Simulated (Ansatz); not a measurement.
Start from `N[SiH2][InH2]` and change one atom or group to get `F[SiH2][InH2]`.

Ansatz, PBE0-D4/def2-TZVP geometries, multiplicity 1. Each molecule was computed in one conformer, which needn't be the lowest.

Elements past krypton have def2 core potentials.

```
                                          property  `N[SiH2][InH2]`
             HOMO–LUMO gap (B3LYP/def2-TZVPP) / eV             4.53
             LUMO energy (ωB97M-V/def2-TZVPP) / eV            -0.44
size of the dipole moment (ωB97M-V/def2-TZVPP) / D             1.43
                 LUMO energy (PBE/def2-TZVPP) / eV            -2.69
             HOMO energy (ωB97M-V/def2-TZVPP) / eV            -8.99
                HOMO energy (PBE0/def2-TZVPP) / eV            -6.94
```

Give the same properties after the change, and the shifts. (Best estimate.)

The calculation gave: 
```csv
property,`F[SiH2][InH2]`,shift
HOMO–LUMO gap (B3LYP/def2-TZVPP) / eV,4.69,0.16
LUMO energy (ωB97M-V/def2-TZVPP) / eV,-0.73,-0.29
size of the dipole moment (ωB97M-V/def2-TZVPP) / D,1.21,-0.22
LUMO energy (PBE/def2-TZVPP) / eV,-3.00,-0.31
HOMO energy (ωB97M-V/def2-TZVPP) / eV,-9.42,-0.43
HOMO energy (PBE0/def2-TZVPP) / eV,-7.42,-0.48
```

With PBE0 the HOMO falls by 0.48 eV and the LUMO falls by 0.32 eV, so the gap widens by about 0.16 eV. PBE moves the HOMO by -0.55 eV and ωB97M-V by -0.43 eV. The zero-point energy changes by -60.9 kJ/mol with -6 modes. Dipoles are sizes alone; their direction can turn.

B3LYP here is the variant with VWN-RPA as its local correlation; programs differ in this.
